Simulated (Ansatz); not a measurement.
The cluster ZrO4H4, 9 atoms. Hardware: 4 threads of Arm Neoverse V1 on a shared host.

In the def2 sets Zr takes a core potential; there is no spin–orbit coupling.

(1) How many basis functions does each of these Ansatz runs have, and roughly what does it cost? HSE06-D4/def2-TZVP, charge 0 singlet, energy, from earlier orbitals; PBE-D4/def2-TZVP, charge 0 triplet at the geometry of the charge 0 singlet, energy, from earlier orbitals; r2SCAN-D4/def2-TZVP, charge 1 doublet at the geometry of the charge 0 singlet, energy, from earlier orbitals; BLYP-D4/def2-TZVP, charge 0 singlet, energy, from earlier orbitals; r2SCANh-D4/def2-TZVP, charge 0 singlet, energy, from earlier orbitals; PBE0-D4/def2-TZVP, charge 1 doublet at the geometry of the charge 0 singlet, energy, from earlier orbitals; PBE0-D4/def2-TZVP, charge 0 triplet at the geometry of the charge 0 singlet, energy; r2SCAN-D4/def2-TZVPD, charge -1 doublet at the geometry of the charge 0 singlet, energy, from earlier orbitals; PBE-D4/def2-TZVPD, charge 0 singlet, energy, from earlier orbitals; PBE-D4/def2-TZVP, charge 0 singlet, energy, from earlier orbitals; PBE-D4/def2-TZVP, charge 1 doublet at the geometry of the charge 0 singlet, energy, from earlier orbitals; PBE0-D4/def2-SVP, charge -1 doublet at the geometry of the charge 0 singlet, energy with a search over starts.

## Answers

(1) Other jobs shared the machine, so times can vary by a factor of up to 3. A dash marks memory too small to be measured apart from the calling script's.

| run | functions | fitting or Cholesky vectors | wall time | peak host memory (GiB) |
| --- | --- | --- | --- | --- |
| PBE-D4/def2-TZVP, charge 0 singlet, energy, from earlier orbitals | 188 | 1101 | 1.6 s | – |
| BLYP-D4/def2-TZVP, charge 0 singlet, energy, from earlier orbitals | 188 | 1101 | 1.7 s | – |
| HSE06-D4/def2-TZVP, charge 0 singlet, energy, from earlier orbitals | 188 | 1179 | 2.4 s | – |
| PBE-D4/def2-TZVPD, charge 0 singlet, energy, from earlier orbitals | 236 | 1261 | 2.8 s | – |
| PBE-D4/def2-TZVP, charge 0 triplet at the geometry of the charge 0 singlet, energy, from earlier orbitals | 188 | 1101 | 3.4 s | – |
| r2SCANh-D4/def2-TZVP, charge 0 singlet, energy, from earlier orbitals | 188 | 1101 | 3.7 s | – |
| PBE-D4/def2-TZVP, charge 1 doublet at the geometry of the charge 0 singlet, energy, from earlier orbitals | 188 | 1101 | 3.9 s | – |
| PBE0-D4/def2-TZVP, charge 0 triplet at the geometry of the charge 0 singlet, energy | 188 | 1179 | 5.5 s | – |
| PBE0-D4/def2-TZVP, charge 1 doublet at the geometry of the charge 0 singlet, energy, from earlier orbitals | 188 | 1179 | 5.5 s | – |
| PBE0-D4/def2-SVP, charge -1 doublet at the geometry of the charge 0 singlet, energy with a search over starts | 107 | 1055 | 7.5 s | – |
| r2SCAN-D4/def2-TZVP, charge 1 doublet at the geometry of the charge 0 singlet, energy, from earlier orbitals | 188 | 1101 | 8.5 s | – |
| r2SCAN-D4/def2-TZVPD, charge -1 doublet at the geometry of the charge 0 singlet, energy, from earlier orbitals | 236 | 1261 | 29 s | 0.8 |
